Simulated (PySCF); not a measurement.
## Vibration and rotation of SiAs⁺

UHF-CCSD(T) constants of SiAs⁺, ³Σ⁻ (triplet), unpaired electrons π ↑↑ (basis Si cc-pV(D+d)Z, As cc-pVDZ-PP with ECP10; scalar-relativistic core potentials; PySCF 2.14; masses 27.9769 and 74.9216 u):

```
ωe             : 387.6 cm⁻¹
ωexe           : 1.5 cm⁻¹
Be             : 0.14955 cm⁻¹
αe             : 0.000771 cm⁻¹
De to Si⁺ + As : 2.31 eV
```

What force constant and bond length do these constants imply?

Reduced mass μred = 20.370 u; k = 5.8918×10⁻⁷·μred·ωe² (u, cm⁻¹, mdyn/Å) = 1.80 mdyn/Å; Re = √(16.8576/(μred·Be)) (u, cm⁻¹, Å) = 2.352 Å.

Estimate the centrifugal constant D from the Kratzer relation and find the Dunham coefficient a1.

D = 4Be³/ωe² = 8.91e-08 cm⁻¹; a1 = −1 − αeωe/(6Be²) = -3.23.

Correlated steps freeze 9 core orbitals. Correlated levels converge slowly with the basis: in double zeta they bind strong bonds too weakly, by up to about 1 eV, and carry superposition errors of some tenths. Spin–orbit coupling is left out. For an ion De counts to the pair picked by the measured ionisation energies or electron affinities, which need not be the lowest pair at this level. The state was picked by a PBE0 search and need not be the measured ground state.
